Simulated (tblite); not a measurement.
C7H15B2N.
Structure used (GFN2-xTB), in Å, numbered top down from 1:
```xyz
25
C7H15B2N angstrom
C      3.571    1.161   -0.029
B      2.878   -0.253    0.157
C      3.761   -1.566    0.246
C      1.385   -0.328    0.252
C      0.177   -0.387    0.326
C     -1.256   -0.429    0.393
C     -1.949   -1.124   -0.808
C     -3.050   -0.054   -0.917
B     -2.159    0.901    0.054
N     -3.005    1.358    1.387
H      3.496    1.729    0.899
H      3.069    1.760   -0.788
H      4.626    1.100   -0.288
H      4.696   -1.402    0.780
H      4.035   -1.875   -0.764
H      3.249   -2.408    0.706
H     -1.537   -0.933    1.327
H     -1.301   -1.122   -1.682
H     -2.283   -2.148   -0.626
H     -3.264    0.253   -1.940
H     -3.991   -0.413   -0.488
H     -1.631    1.867   -0.380
H     -2.356    1.688    2.095
H     -3.657    2.097    1.142
H     -3.514    0.550    1.733
```

Computed with GFN2-xTB (tblite): harmonic, unscaled wavenumbers at the GFN2-xTB geometry, gas phase. The method is semi-empirical: single wavenumbers can be off by several per cent or more. Modes of hydrogen on boron can be 10 to 20 % off. One conformer, not necessarily the lowest. The optimisation stopped once no atom felt more than 0.01 eV/Å.

Lowest wavenumbers of the output (negative numbers stand for imaginary wavenumbers):
```
mode    cm-1
  1     -28.2
  2      -8.1
  3      46.0
  4      55.6
  5      66.7
  6      97.8
  7     125.6
  8     148.9
  9     187.0
 10     219.5
```

Q: Is this structure a minimum?

A: Not by this Hessian. 1 mode is imaginary beyond 20i (28i cm⁻¹), and 1 more slightly so (8.1i). The curvature is small, so loose convergence or finite differences may be the whole cause.

Q: Which atoms move in the imaginary modes?

A: 28i: C3 (sp3 carbon bound to boron) 24 %, C1 (sp3 carbon bound to boron) 21 %; 8i: H11 (methyl hydrogen) 26 %, H12 (methyl hydrogen) 25 %, H13 (methyl hydrogen) 16 %, H15 (methyl hydrogen) 12 %. These are shares of the mass-weighted motion.

Q: What is the remedy?

A: Step along such a mode in both directions, optimise again with tighter thresholds and repeat the frequencies. The zero-point energy of this point (131.2 kcal/mol) counts the 67 real modes alone, and thermal corrections from it aren't those of a minimum.

Hardware: Arm Neoverse N1, one thread, shared host with 64 logical CPUs at a one-minute load of 53. Cost: 1.9 s wall. This covers the Hessian and the dipole derivatives.
